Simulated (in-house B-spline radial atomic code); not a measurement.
Values are calculated unless marked as measured or tabulated.
**Si in electron gases of falling density**

A nucleus sits in a uniform electron gas with a rigid positive background. The Kohn-Sham equations are solved self-consistently in the spin-unpolarised LDA (PW92), non-relativistic, on B-splines with outgoing waves at the boundary and partial waves to l = 8. The model has no lattice, no bands and no magnetic solution. Atomic units; δ_l are the phase shifts at the Fermi level, counted so that each bound state adds π, and good to about 0.0005.

```
r_s (bohr)     k_F   δ0/π   δ1/π    δ2/π  shallowest bound level (hartree)  σ_tr (bohr²)  Q (a.u.)
       1.5  1.2794  2.022  1.245   0.190                         s -0.0085          9.22     0.834
      1.65  1.1631  2.080  1.283   0.169                         s -0.0202         11.18     0.691
       1.8  1.0662  2.132  1.317   0.148                         s -0.0333         14.31     0.625
         2  0.9596  2.194  1.356   0.122                         s -0.0503         20.17     0.578
      2.07  0.9271  2.213  1.368   0.114                         s -0.0558         22.60     0.564
       2.2  0.8723  2.248  1.389   0.099                         s -0.0651         27.46     0.537
       2.4  0.7996  2.295  1.416   0.079                         s -0.0774         35.57     0.491
      2.67  0.7188  2.349  1.445   0.055                         s -0.0904         47.05     0.424
         3  0.6397  2.403  1.471   0.033                          s -0.103         61.33     0.347
       3.3  0.5816  2.443  1.487   0.017                          s -0.112         74.64     0.288
       3.6  0.5331  2.475  1.498   0.005                           s -0.12         88.65     0.242
         4  0.4798  2.509  1.507  -0.006                           s -0.13        109.06     0.195
```

Q = n k_F σ_tr, with n = 3/(4π r_s³).

Question: How does the screening charge move between partial waves as the gas thins?

Answer: By (2/π)(2l + 1) δ_l, at r_s = 1.5 it is s 4.04, p 7.47, d 1.90, f and beyond 0.59, and at r_s = 4 s 5.02, p 9.04, d -0.06, f and beyond 0.01. The free atom is [Ne] 3s2 3p2.

Question: What end-to-end powers of r_s do the first and last rows give for σ_tr and Q?

Answer: σ_tr goes as r_s^+2.52 and Q as r_s^-1.48. Since n k_F/k_F² goes as r_s⁻², Q = 4π n Σ/k_F would fall as r_s⁻² at fixed phase shifts; the sum Σ (l + 1) sin²(δ_l − δ_(l+1)) is 1.201 in the first row and 1.998 in the last, and ranges from 1.20 to 2.01 between them, so these powers are no law.
